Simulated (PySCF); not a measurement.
GaO (SMILES [O]=[Ga]), doublet, at a GFN2-xTB geometry (such geometries of metal compounds can be far from the true shape); TPSS/aug-cc-pVDZ run with PySCF.

The PySCF input:
```python
from pyscf import gto, scf, dft

mol = gto.M(
    atom='''
Ga   -0.000000   -0.000000   -0.337701
O     0.000000    0.000000    1.308590
''',
    basis='aug-cc-pvdz',
    charge=0,
    spin=1,
    verbose=3,
)

mf = dft.UKS(mol)
mf.xc = 'tpss'
mf.kernel()
mf.analyze()
```

Write the output that PySCF gives for this input, abridged.


```
converged SCF energy = -2000.00998185127  <S^2> = 0.7555718  2S+1 = 2.0055641
**** MO energy ****
                             alpha | beta                alpha | beta
MO #1   energy= -371.640627613925  | -371.639943305321  occ= 1 | 1
MO #2   energy= -45.5254998846591  | -45.5251542770344  occ= 1 | 1
MO #3   energy= -40.295212877688   | -40.2950343740032  occ= 1 | 1
MO #4   energy= -40.2952128776879  | -40.2950343740031  occ= 1 | 1
MO #5   energy= -40.2932613300854  | -40.2918561693973  occ= 1 | 1
MO #6   energy= -18.9015863301919  | -18.8896677330448  occ= 1 | 1
MO #7   energy= -5.3718783469843   | -5.37064090799551  occ= 1 | 1
MO #8   energy= -3.67116802030704  | -3.67009139971016  occ= 1 | 1
MO #9   energy= -3.67116802030701  | -3.67009139971013  occ= 1 | 1
MO #10  energy= -3.66807069453574  | -3.66611637484859  occ= 1 | 1
MO #11  energy= -0.887494660370239 | -0.862645223994327 occ= 1 | 1
MO #12  energy= -0.771016980465843 | -0.769187802573924 occ= 1 | 1
MO #13  energy= -0.771016718205956 | -0.769187535812081 occ= 1 | 1
MO #14  energy= -0.770539277149948 | -0.767572774085241 occ= 1 | 1
MO #15  energy= -0.770539277149941 | -0.76757277408524  occ= 1 | 1
MO #16  energy= -0.740604296485074 | -0.730138462856807 occ= 1 | 1
MO #17  energy= -0.373413666040167 | -0.332289746271211 occ= 1 | 1
MO #18  energy= -0.257291288331859 | -0.248866797682642 occ= 1 | 1
MO #19  energy= -0.257291288331855 | -0.248866797682639 occ= 1 | 1
MO #20  energy= -0.256647200212329 | -0.195115882872559 occ= 1 | 0
MO #21  energy= -0.0737221637226436 | -0.0547291602520262 occ= 0 | 0
MO #22  energy= -0.0737221637226376 | -0.0547291602520171 occ= 0 | 0
MO #23  energy= -0.00576027982423755 | 0.00601723518482977 occ= 0 | 0
MO #24  energy= 0.00507613087455017 | 0.0143698683081155 occ= 0 | 0
MO #25  energy= 0.0257619570178072 | 0.0299785656231508 occ= 0 | 0
MO #26  energy= 0.0257619570178098 | 0.0299785656231522 occ= 0 | 0
MO #27  energy= 0.0566442237155877 | 0.0700322214424909 occ= 0 | 0
MO #28  energy= 0.0848256279575674 | 0.0901790229474199 occ= 0 | 0

To work with the spin densities directly, `use mulliken_meta_spin()` only printing them here.

 ** Mulliken spin pop alpha/beta on meta-lowdin orthogonal AOs **
 ** Mulliken Spin Density (per atom)  **
spin density of  0 Ga =      0.54808
spin density of  1 O =      0.45192
 ** Mulliken pop alpha/beta on meta-lowdin orthogonal AOs **
 ** Mulliken atomic charges   ( Nelec_alpha | Nelec_beta ) **
charge of  0Ga =      0.54481  (    15.50163     14.95355 )
charge of  1O =     -0.54481  (     4.49837      4.04645 )
Dipole moment(X, Y, Z, Debye): -0.00000, -0.00000, -3.60087
```
